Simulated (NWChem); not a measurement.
System: AlGeH4OCl; SMILES [OH][Al]([Cl])[GeH3]

Here is an NWChem input.

```
start job
memory heap 200 mb stack 900 mb global 1100 mb
geometry units angstroms noautoz
  Al     0.570393    -0.582095    -0.045138
  Cl    -0.700936    -2.254822    -0.367725
  Ge    -0.280008     1.719107     0.004842
  H     -0.968950     2.088342    -1.337534
  H     -1.343017     1.896721     1.123495
  H      0.855966     2.744742     0.257352
  O      2.248429    -0.846157     0.188433
  H      2.656030    -1.727638     0.181627
end
basis spherical
  Al library def2-tzvpp
  Cl library def2-tzvpp
  Ge library def2-tzvpp
  H library def2-tzvpp
  O library def2-tzvpp
end
dft
  xc hfexch
  iterations 150
  semidirect filesize 400000000
  mulliken
end
task dft energy
```

All runs use the structure optimised with PBE-D3(BJ)/def2-SVP.

What results follow from this input? (Hartree-Fock/def2-TZVPP.) Quantities: basis functions; energy (Ha); highest occupied level (eV); orbital gap (eV); dipole (D).


| Quantity | Value |
|---|---|
| number of basis functions | 219 |
| energy (Ha) | -2854.17 |
| highest occupied level (eV) | -10.79 |
| orbital gap (eV) | 12.28 |
| dipole (D) | 0.71 |
